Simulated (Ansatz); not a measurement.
Results of the Gaussian-basis code of Ansatz.

Basis-set series for CH7NOSi, SMILES `CO[SiH2]N`. The species carries charge 0 and has multiplicity 1. Geometry: relaxed with PBE0-D4/def2-TZVP. It is one conformer, not always the lowest.

| functional | basis | functions | energy (Eh) | HOMO (eV) | LUMO (eV) |
| --- | --- | --- | --- | --- | --- |
| PBE0-D4 | def2-SVP | 95 | -461.30011 | -7.56 | 1.52 |
| PBE0-D4 | def2-TZVPP | 233 | -461.61589 | -7.81 | 0.73 |
| ωB97M-V | def2-SVP | 95 | -461.51126 | -9.98 | 3.24 |
| ωB97M-V | def2-TZVPP | 233 | -461.83534 | -10.24 | 2.20 |

Q: Give the rows for def2-QZVPP. (Best estimate.)

A: The calculation gave: 
```
functional       basis  functions  energy (Eh)  HOMO (eV)  LUMO (eV)
   PBE0-D4  def2-QZVPP        451   -461.63683      -7.85       0.45
   ωB97M-V  def2-QZVPP        451   -461.85508     -10.28       1.73
```

Positive LUMOs are unbound and depend on the basis.
